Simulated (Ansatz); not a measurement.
`F[SiH](F)[SiH](Cl)Cl` + `O[SiH3]` → `F[SiH](F)O[SiH3]` + `Cl[SiH2]Cl`  (cleavage of the Si–Si bond)

Computed with Ansatz on PBE0-D4/def2-TZVP structures; ΔE is electronic, products minus reactants. CCSD(T)/CBS is the MP2 limit (def2-TZVPP, def2-QZVPP) plus CCSD(T) − MP2 in def2-TZVPP, frozen cores. Functionals use def2-TZVPP. HSE06 is defined as in plane-wave codes. Each species was taken in one conformer, which may not be the lowest.

`F[SiH](F)[SiH](Cl)Cl`:

Z-matrix (Å, degrees):
```
Si
F 1 1.589
Si 1 2.346 2 109.1
F 1 1.589 2 107.4 3 118.1
H 1 1.479 2 108.5 3 -124.7
Cl 3 2.047 1 107.4 2 -62.4
Cl 3 2.047 1 107.4 2 179.5
H 3 1.479 1 115.7 2 58.5
```

`O[SiH3]`:

Cartesian coordinates in Å:
```
O -0.805 0.473 -0.878
Si 0.115 -0.091 0.367
H -0.456 0.391 -1.765
H 0.385 -1.550 0.234
H -0.665 0.166 1.598
H 1.426 0.610 0.443
```

`F[SiH](F)O[SiH3]`:

Cartesian coordinates in Å:
```
F -2.032 -0.918 -0.978
Si -0.842 -1.317 -0.015
F 0.102 -2.283 -0.839
O -0.034 -0.010 0.429
Si 0.851 1.342 0.124
H -1.374 -2.028 1.148
H 1.165 1.975 1.426
H 0.061 2.272 -0.718
H 2.103 0.966 -0.576
```

`Cl[SiH2]Cl`:

Cartesian coordinates in Å:
```
Cl 0.962 1.288 1.127
Si -0.037 0.031 -0.132
Cl -0.427 -1.738 0.807
H 0.822 -0.240 -1.301
H -1.320 0.659 -0.500
```

Problem. Is it downhill or uphill in electronic energy at CCSD(T)/CBS, and by how much? (Best estimate.)

Solution. The calculation gave: Downhill: ΔE = -163.8 kJ/mol.

Problem. What do these levels give: HSE06-D4, BHLYP-D4, ωB97X-V, ωB97M-V, revPBE, r2SCANh, RPA@PBE/def2-TZVPP, HF/def2-TZVPP, SCS-MP2/def2-TZVPP, CCSD(T)/def2-TZVPP, HF/def2-QZVPP, CCSD/CBS(def2)? (An estimate is asked.)

Solution. Ansatz gave: HSE06-D4 -144.0, BHLYP-D4 -171.4, ωB97X-V -157.8, ωB97M-V -164.0, revPBE -131.4, r2SCANh -160.4, RPA@PBE/def2-TZVPP -163.6, HF/def2-TZVPP -192.5, SCS-MP2/def2-TZVPP -173.8, CCSD(T)/def2-TZVPP -166.1, HF/def2-QZVPP -195.5, CCSD/CBS(def2) -168.3 kJ/mol.

Largest T1 diagnostic among the species: 0.012.

From r2SCAN to r2SCAN0 (25 % exact exchange), in def2-TZVPP and without D4, ΔE moves by −6.5 kJ/mol. Leaving LDA and LC-ωPBE aside and taking each functional with its dispersion term where it has one, the values, not all of them listed here, spread over 41.7 kJ/mol, from BHLYP-D4 to revPBE-D4. LDA lies −7.3 kJ/mol from PBE without D4. The D4 term adds +4.1 kJ/mol with B3LYP and +2.4 kJ/mol with PBE0; it sums over pairs of atoms, weighted by their polarisabilities, and B3LYP, whose exchange is more repulsive, gets the larger term.

B3LYP here is the variant with VWN-RPA as its local correlation; programs differ in this.
